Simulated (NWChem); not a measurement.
Program: NWChem. System: In (+1), charge 1, spin multiplicity 1. Level: G0W0@PBE/def2-TZVP with def2 effective core potentials on In, RI basis def2-tzvp-rifit, no spin-orbit coupling.

The NWChem input:

```
start mol
memory heap 200 mb stack 700 mb global 1700 mb
charge 1
geometry units angstroms nocenter noautoz
  In     0.000000     0.000000     0.000000
  symmetry group D2h
end
basis spherical
  * library def2-tzvp
end
ecp
  In library def2-ecp
end
basis "ri basis" bse spherical
  * library def2-tzvp-rifit
end
dft
  xc xpbe96 cpbe96
  iterations 100
  direct
  tolerances tight
end
task dft energy
gw
  states alpha occ 4 vir 2
end
task dft gw
```

NWChem printed:

```
             Northwest Computational Chemistry Package (NWChem) 7.3.0
             --------------------------------------------------------

                                NWChem Input Module
                                -------------------

 Scaling coordinates for geometry "geometry" by  1.889725989
 (inverse scale =  0.529177249)

                             Geometry "geometry" -> ""
                             -------------------------

 Output coordinates in angstroms (scale by  1.889725989 to convert to a.u.)

  No.       Tag          Charge          X              Y              Z
 ---- ---------------- ---------- -------------- -------------- --------------
    1 In                  49.0000     0.00000000     0.00000000     0.00000000

 Effective nuclear repulsion energy (a.u.)       0.0000000000

            Nuclear Dipole moment (a.u.)
            ----------------------------
        X                 Y               Z
 ---------------- ---------------- ----------------
     0.0000000000     0.0000000000     0.0000000000

      Symmetry information
      --------------------

 Group name             D2h
 Group number             26
 Group order               8
 No. of unique centers     1

      Symmetry unique atoms

     1


 Summary of "ao basis" -> "" (spherical)
 ------------------------------------------------------------------------------
       Tag                 Description            Shells   Functions and Types
 ---------------- ------------------------------  ------  ---------------------
 *                         def2-tzvp                  on all atoms

 Summary of "ri basis" -> "" (spherical)
 ------------------------------------------------------------------------------
       Tag                 Description            Shells   Functions and Types
 ---------------- ------------------------------  ------  ---------------------
 *                      def2-tzvp-rifit               on all atoms

  pbe96 is a nonlocal functional; adding pw91lda local functional.

                                 NWChem DFT Module
                                 -----------------

 Summary of "ao basis" -> "ao basis" (spherical)
 ------------------------------------------------------------------------------
       Tag                 Description            Shells   Functions and Types
 ---------------- ------------------------------  ------  ---------------------
 In                        def2-tzvp                16       50   6s5p3d2f

 Summary of "ao basis" -> "ao basis" (spherical)
 ------------------------------------------------------------------------------
       Tag                 Description            Shells   Functions and Types
 ---------------- ------------------------------  ------  ---------------------
 In                        def2-tzvp                16       50   6s5p3d2f

      Symmetry analysis of basis
      --------------------------

        ag         12
        au          2
        b1g         3
        b1u         9
        b2g         3
        b2u         9
        b3g         3
        b3u         9

            General Information
            -------------------
          SCF calculation type: DFT
          Wavefunction type:  closed shell.
          No. of atoms     :     1
          No. of electrons :    20
           Alpha electrons :    10
            Beta electrons :    10
          Charge           :     1
          Spin multiplicity:     1
          Use of symmetry is: on ; symmetry adaption is: on
[...]
    Exchange-Corr. energy =      -16.476971439058
 Nuclear repulsion energy =        0.000000000000

 Numeric. integr. density =       20.000000000000

     Total iterative time =      2.1s

                  Occupations of the irreducible representations
                  ----------------------------------------------

                     irrep           alpha         beta
                     --------     --------     --------
                     ag                4.0          4.0
                     au                0.0          0.0
                     b1g               1.0          1.0
                     b1u               1.0          1.0
                     b2g               1.0          1.0
                     b2u               1.0          1.0
                     b3g               1.0          1.0
                     b3u               1.0          1.0

                       DFT Final Molecular Orbital Analysis
                       ------------------------------------

 Vector    8  Occ=2.000000D+00  E=-9.518937D-01  Symmetry=ag
              MO Center= -5.7D-32, -2.3D-32,  8.4D-34, r^2= 4.7D-01
   Bfn.  Coefficient  Atom+Function         Bfn.  Coefficient  Atom+Function
  ----- ------------  ---------------      ----- ------------  ---------------
    26      0.872668  1 In d  2              24     -0.193354  1 In d  0
    31      0.178553  1 In d  2              29     -0.039561  1 In d  0

 Vector    9  Occ=2.000000D+00  E=-9.518937D-01  Symmetry=ag
              MO Center=  1.7D-32, -1.7D-32, -8.3D-34, r^2= 4.7D-01
   Bfn.  Coefficient  Atom+Function         Bfn.  Coefficient  Atom+Function
  ----- ------------  ---------------      ----- ------------  ---------------
    24      0.872668  1 In d  0              26      0.193354  1 In d  2
    29      0.178553  1 In d  0              31      0.039561  1 In d  2

 Vector   10  Occ=2.000000D+00  E=-5.506108D-01  Symmetry=ag
              MO Center=  6.6D-18,  1.5D-18,  3.7D-18, r^2= 2.0D+00
   Bfn.  Coefficient  Atom+Function         Bfn.  Coefficient  Atom+Function
  ----- ------------  ---------------      ----- ------------  ---------------
     5      0.935489  1 In s                  2      0.822229  1 In s
     1     -0.605913  1 In s                  3     -0.511592  1 In s
     4     -0.300638  1 In s                  6      0.285398  1 In s

 Vector   11  Occ=0.000000D+00  E=-3.096248D-01  Symmetry=b2u
              MO Center=  1.1D-34,  3.3D-21, -3.7D-32, r^2= 3.3D+00
   Bfn.  Coefficient  Atom+Function         Bfn.  Coefficient  Atom+Function
  ----- ------------  ---------------      ----- ------------  ---------------
    17      0.595974  1 In py                14      0.449878  1 In py
    11     -0.366248  1 In py                20      0.111385  1 In py
     8     -0.056917  1 In py

 Vector   12  Occ=0.000000D+00  E=-3.096248D-01  Symmetry=b1u
              MO Center=  8.0D-34,  1.0D-33,  1.6D-19, r^2= 3.3D+00
   Bfn.  Coefficient  Atom+Function         Bfn.  Coefficient  Atom+Function
  ----- ------------  ---------------      ----- ------------  ---------------
    18      0.595974  1 In pz                15      0.449878  1 In pz
    12     -0.366248  1 In pz                21      0.111385  1 In pz
     9     -0.056917  1 In pz

 Vector   13  Occ=0.000000D+00  E=-3.096248D-01  Symmetry=b3u
              MO Center= -1.1D-19, -3.2D-32,  4.8D-33, r^2= 3.3D+00
   Bfn.  Coefficient  Atom+Function         Bfn.  Coefficient  Atom+Function
  ----- ------------  ---------------      ----- ------------  ---------------
    16      0.595974  1 In px                13      0.449878  1 In px
    10     -0.366248  1 In px                19      0.111385  1 In px
     7     -0.056917  1 In px

 Task  times  cpu:        2.7s     wall:        2.7s

                                NWChem Input Module
                                -------------------

                                 NWChem GW Module
                                 ----------------

                             ***********************
                             ***        GW       ***
                             ***********************

 Summary of "ri basis" -> "ri basis" (spherical)
 ------------------------------------------------------------------------------
       Tag                 Description            Shells   Functions and Types
 ---------------- ------------------------------  ------  ---------------------
 In                     def2-tzvp-rifit             38      184   9s8p8d6f4g3h

                 Memory Information
                 ------------------
          Available GA per process is          1700.0 MBs
          Available stack per process is        700.0 MBs
          Available heap per process is           0.1 MBs

          Peak memory in Initialization
              Peak GA per process is                  1.1 MBs
              Peak stack per process is               0.0 MBs
              Peak heap per process is                1.3 MBs
              Memory not in MA per process            0.0 MBs

          Peak memory in AFF Calculation
              Peak GA per process is                  2.6 MBs
              Peak stack per process is               1.2 MBs
              Peak heap per process is                0.0 MBs
              Memory not in MA per process            1.2 MBs

          Computing 2-center integrals
          Computing Inverse Cholesky factor
          Computing 3-center integrals
          Computing V_xc ...

          Computing Sigma_x
          Computing RPA polarizability
          Solving quasiparticle equations

                  Alpha Orbitals
          State     Energy (eV)     Error (eV)
          -----------------------------------
@GW         7        -31.352           0.004
@GW         8        -31.352           0.004
@GW         9        -31.352           0.004
@GW        10        -18.596           0.002
@GW        11         -5.361           0.002
@GW        12         -5.361           0.002

   Applying  -3.6136 eV scissor-shift to rest of particle states

   Applying   3.0647 eV scissor-shift to rest of hole states

     GW Timing Statistics
   ------------------------
   Init.   :          0.2s
     ERIs  :          0.2s
     Distr.:          0.0s
     Vxc   :          0.1s
   Sigma_x :          0.0s
   RPA     :          0.0s
   Wmn     :          0.0s
   Sigma_c :          0.0s
   GW total:          0.5s

 Task  times  cpu:        0.5s     wall:        0.5s

 Total times  cpu:        3.3s     wall:        3.3s
```
